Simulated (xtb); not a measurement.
A geometry relaxed with GFN2-xTB in xtb, charge 0, multiplicity 1:

```xyz
7

H     -2.3185     0.5251    -0.4859
C      0.6206    -0.1119     0.4584
O     -1.3740     0.7143    -0.4825
H     -1.3016    -0.9283     0.7790
B      1.9651    -0.0336     0.6077
C     -0.6915    -0.1627     0.2914
H      3.0999    -0.0029     0.7581
```

Task: Write the SMILES of this molecule.

Result: `B=C=CO`
